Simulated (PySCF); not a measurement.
SMILES O=Cc1cccc([SeH])c1 (GFN2-xTB optimised geometry):

```
15

O     -1.365    -2.855    -0.007
C     -1.883    -1.769    -0.002
C     -1.165    -0.486     0.000
C     -1.861     0.721     0.000
C     -1.166     1.917     0.001
C      0.218     1.917     0.000
C      0.917     0.714     0.000
Se     2.830     0.767    -0.003
C      0.228    -0.486     0.000
H     -2.986    -1.659     0.003
H     -2.941     0.717     0.001
H     -1.699     2.855     0.001
H      0.764     2.851     0.000
H      2.986    -0.670     0.000
H      0.744    -1.437     0.000
```

Level of theory: CAM-B3LYP/def2-TZVP (PySCF).

Q: What are the frontier orbital energies and the dipole moment?

A: HOMO-2 -9.14 eV, HOMO-1 -9.13 eV, HOMO -7.77 eV, LUMO -0.97 eV, LUMO+1 0.32 eV; dipole moment 2.87 D.

Meta-Löwdin charges at CAM-B3LYP/def2-TZVP: O1 -0.40, C2 0.28, C3 -0.04, C4 -0.12, C5 -0.11, C6 -0.11, C7 -0.08, Se8 0.04, C9 -0.11, H10 0.07, H11 0.12, H12 0.13, H13 0.12, H14 0.06, H15 0.14.
